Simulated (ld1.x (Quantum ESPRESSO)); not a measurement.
# Pseudopotential generation for Hf: TM, PW91, scalar-relativistic.

```
Element                 : hafnium (Hf)
Generator               : ld1.x (Quantum ESPRESSO) 7.5
Type                    : norm-conserving Troullier–Martins (Kleinman–Bylander form)
Functional              : PW91
Relativity              : scalar-relativistic
Frozen core             : [Kr] 4d10 4f14
Valence charge          : 12
Reference configuration : 5s2 5p6 5d2 6s1.5 6p0 (charge +0.5)
Partial waves           : 5p (bound): rc 1.25 bohr; 5d (bound): rc 2.35 bohr; 5s (bound): rc 1.85 bohr
Local potential         : the s channel
Core correction         : none
```

Occupied shells without a wave of their own: 6s. They enter only through the test configuration that unscreens the potential.

All-electron outer shells of the reference configuration (PW91, scalar-relativistic, ld1.x):

| shell | level (eV) | outermost node (bohr) | outermost maximum (bohr) |
| --- | --- | --- | --- |
| 5s | -70.38 | 0.55 | 1.01 |
| 5p | -38.93 | 0.60 | 1.16 |
| 4f | -20.19 | – | 0.45 |
| 6s | -8.00 | 1.36 | 2.85 |
| 5d | -5.87 | 0.67 | 1.69 |
| 6p | -3.82 | 1.65 | 3.80 |

Calculated quality:

- Cutoffs needed: 100 Ry and 120 Ry (the cutoffs (Ry, on a coarse ladder) from which the occupation-weighted sum of valence levels, in a spherical-Bessel basis at the reference potential, stays within 10 and 1 mRy of its value at 400 Ry)
- Ghost test: no extra level below or beside the all-electron valence levels (p, d, s, f tested) (spherical-Bessel basis up to 400 Ry, 20 bohr box)
- Largest excitation error: -5169 meV (all-electron minus pseudo) for 5s2 5p6 5d1 6s0 6p0, out of 7 test configurations

The potential misses its own reference levels by up to 1.8 eV, so it is not fit for use.

Generation and tests took about 5.2 s on one core of a shared server CPU.
